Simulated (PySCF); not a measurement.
A structure optimised at PBE-D3(BJ)/def2-SVP, used in a PySCF frequency run:

```xyz
5

C     -1.7853    -0.0531     0.0000
C     -0.4689     0.0026     0.0000
Cl     0.4135     1.5019     0.0000
Cl     0.5360    -1.4392     0.0000
H     -2.6158    -0.7630     0.0000
```
Charge 0, spin multiplicity 2.

Question: Write its SMILES, formula and point group.

Answer: [CH]=C(Cl)Cl, C2HCl2, Cs

Question: What are its rotational constants (standard atomic weights)?

Answer: 7.9150, 3.2804, 2.3192 GHz
